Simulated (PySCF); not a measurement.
## Radial density of B (boron, neutral)

UHF, [He] 2s1 2p2, high-spin 4P determinant (an excited configuration). Computed with PySCF 2.14 in dyall-av2z (11s7p2d, 42 functions), with the non-relativistic Hamiltonian (point nucleus).

```
r (bohr)  4πr²ρ (e/bohr)  4πr²(ρα − ρβ)
 0.00469         0.01860         0.0004
 0.00789         0.05112         0.0012
  0.0133          0.1367         0.0031
  0.0223          0.3539         0.0080
  0.0376          0.8602         0.0193
  0.0632           1.891         0.0420
   0.106           3.507         0.0759
   0.179           4.931         0.1005
   0.301           4.428         0.0922
   0.506           2.062         0.1940
   0.851           1.005         0.7642
    1.43           1.424         1.4195
    2.41          0.9306         0.9306
    4.05          0.1644         0.1644
    6.81        0.004435         0.0044
```
